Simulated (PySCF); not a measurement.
A side-by-side comparison of computed properties.

First species: C₄H₁₁NSi.
InChI=1S/C4H11NSi/c1-4-2-3-5-6-4/h4-5H,2-3,6H2,1H3/t4-/m1/s1

Second species: C₆H₁₁P.
Atom-mapped SMILES: `[CH3:1][C:2]#[C:3][P:4]([CH3:5])[CH2:6][CH3:7]` (hydrogens: H8, H9, H10 on C1; H11, H12, H13 on C5; H14, H15 on C6; H16, H17, H18 on C7)

Cartesian coordinates in Å at the GFN2-xTB level; atoms count from 1:
```xyz
18
C6H11P angstrom
C      3.3370   -0.0240   -0.1384
C      1.9485   -0.2139   -0.4968
C      0.7805   -0.3808   -0.7417
P     -0.8834   -0.5945   -1.2984
C     -1.2528   -2.1535   -0.3558
C     -1.6880    0.6060   -0.1098
C     -1.3708    2.0476   -0.4802
H      3.4791   -0.1857    0.9307
H      3.6486    0.9908   -0.3874
H      3.9612   -0.7283   -0.6888
H     -0.9736   -2.0578    0.6927
H     -2.3168   -2.3738   -0.4320
H     -0.6956   -2.9755   -0.8018
H     -2.7680    0.4350   -0.1556
H     -1.3500    0.3917    0.9084
H     -1.8398    2.7365    0.2205
H     -1.7300    2.2743   -1.4822
H     -0.2949    2.2122   -0.4597
```

Levels: wB97X-D/def2-SVPD for HOMO energy, LUMO energy, HOMO–LUMO gap and static isotropic polarisability; TDDFT wB97X-D/def2-SVPD for lowest singlet excitation; TDA wB97X-D/def2-SVPD for lowest triplet excitation (Tamm–Dancoff). Geometries: GFN2-xTB. Each structure is a single optimised conformer of the isolated species, non-relativistic unless stated; the electronic structure was computed with PySCF and density fitting.

Dipoles, sizes and rotational constants follow the conformer. The torsions of the flexible species, by atom-mapped SMILES:
- `[CH3:1][C:2]#[C:3][P:4]([CH3:5])[CH2:6][CH3:7]`: C3–P4–C6–C7 72°

The conformers of `C[C@@H]1CCN[SiH2]1` aren't listed.

```csv
property,column X,column Y
HOMO energy,-8.41 eV,-8.17 eV
LUMO energy,2.19 eV,2.06 eV
HOMO–LUMO gap,10.60 eV,10.23 eV
lowest singlet excitation,6.00 eV,5.49 eV
lowest triplet excitation (Tamm–Dancoff),5.78 eV,4.94 eV
static isotropic polarisability,78.6 au,100.0 au
```

(1) Which column belongs to which species?

(2) How does each property change from the first species to the second?

Results:

(1) Column X is the first species and column Y the second. The first has 17 atoms and 56 electrons, the second 18 and 62.

(2) HOMO energy +0.24 eV; LUMO energy -0.13 eV; HOMO–LUMO gap -0.37 eV; lowest singlet excitation -0.51 eV; lowest triplet excitation (Tamm–Dancoff) -0.84 eV; static isotropic polarisability +21.4 au.

On the first: S1 lies 4.60 eV below the HOMO–LUMO gap; its leading configuration is HOMO→LUMO, weight 0.93. The polarisability is 11.64 Å³ as a volume (1 au = 0.148185 Å³), or 1.40 au for each of the 56 electrons.

On the second: The vertical singlet–triplet gap S1 − T1 is 0.55 eV (TDDFT singlet less Tamm–Dancoff triplet; S1: HOMO→LUMO, weight 0.77; T1: HOMO→LUMO+1, weight 0.40). The principal polarisabilities are 78.5, 96.1 and 125.3 au; their mean is the isotropic value.
